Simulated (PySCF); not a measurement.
C5H8Si, SMILES C=C(C#C)[SiH2]C.

Coordinates come from a B3LYP-D3(BJ)/def2-SVP optimisation. The structure was generated by enumeration, and PubChem lists no compound with its InChIKey, so it may never have been made. The values are those of a single conformer.

Two levels are set side by side: TDDFT-PBE/def2-SVPD (PySCF) and TDDFT-PBE0/def2-SVPD (PySCF). Vertical, same geometry. The lowest singlet is HOMO−1→LUMO 100 % with PBE and HOMO−1→LUMO 98 % with the other functional; states are paired by order. Differences are taken from unrounded values.

```
quantity                               TDDFT-PBE0
-------------------------------------  ----------
lowest singlet excitation (eV)               4.91
lowest triplet excitation (TDA) (eV)         3.25
first bright state (f over 0.05) (eV)        5.44
its oscillator strength                      0.19
```

What does TDDFT-PBE give, and how far is it from TDDFT-PBE0? (Estimate from the structure and the level; the computed values follow.)


```
quantity                               TDDFT-PBE  TDDFT-PBE minus TDDFT-PBE0
-------------------------------------  ---------  --------------------------
lowest singlet excitation (eV)              4.51                       -0.40
lowest triplet excitation (TDA) (eV)        3.28                        0.03
first bright state (f over 0.05) (eV)       5.16                       -0.27
its oscillator strength                     0.16                       -0.03
```

A lower first singlet is the usual sign of a functional without exact exchange. Differences between two approximate levels are no errors against the true value.

Rough cost on one machine, each run with all the roots and properties that it gave: TDDFT-PBE0 against TDDFT-PBE about 3 times.
